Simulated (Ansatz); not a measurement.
Geometry optimisation, RKS B3LYP-D4/def2-SVP (Ansatz 0.2.0).

The input (input.yaml):

```yaml
crystal:
  periodic: [false, false, false]
  atoms:
    - { symbol: O, position_ang: [-1.5871, -0.73764, 0.81204] }
    - { symbol: Si, position_ang: [-0.76476, -0.20069, -0.50071] }
    - { symbol: Al, position_ang: [1.51502, 0.39688, 0.11243] }
    - { symbol: Cl, position_ang: [3.01309, 0.82994, -1.17872] }
    - { symbol: H, position_ang: [-1.6176, -0.24717, 1.62737] }
    - { symbol: H, position_ang: [-1.55558, 0.89838, -1.11809] }
    - { symbol: H, position_ang: [-0.95292, -1.369, -1.37873] }
    - { symbol: H, position_ang: [1.94986, 0.4293, 1.62441] }
basis:
  gaussian: { orbitals: def2-SVP }
hamiltonian:
  xc: b3lyp
  dispersion: d4
relax:
  f_tol: 0.015
  max_steps: 40
output:
  orbitals: {}
```

Launched with:

```bash
$ ansatz run input.yaml --threads 1 --pin off --max-ram 2048MiB --backend cpu --events-out ev --progress --plain --runs-dir out
```

Q: Where does it end, and by what steps?

A: The run converged. After 11 steps the energy has fallen by 0.212 eV; Cl4 moved furthest, 0.22 Å.

```csv
step,energy less start (eV),largest force component (eV/Å),accepted
0,0.0000,1.273,yes
1,-0.1815,0.434,yes
2,-0.1955,0.169,yes
3,-0.2050,0.104,yes
4,-0.2087,0.140,yes
5,-0.1969,0.514,no
6,-0.2108,0.060,yes
7,-0.2113,0.022,yes
8,-0.2115,0.031,yes
9,-0.2116,0.042,yes
10,-0.2116,0.027,yes
11,-0.2116,0.011,yes
```

```xyz
8
Properties=species:S:1:pos:R:3
O -1.646 -0.840 0.849
Si -0.797 -0.211 -0.460
Al 1.503 0.382 0.190
Cl 2.948 0.684 -1.334
H -1.724 -0.278 1.629
H -1.496 0.976 -1.061
H -0.799 -1.287 -1.491
H 2.011 0.575 1.679
```

Whether the end is a true minimum wasn't checked by a vibrational analysis.

The run took 2.5 min on 1 thread of AMD EPYC (Zen 3), with other jobs on the host, peak memory 0.19 GiB.
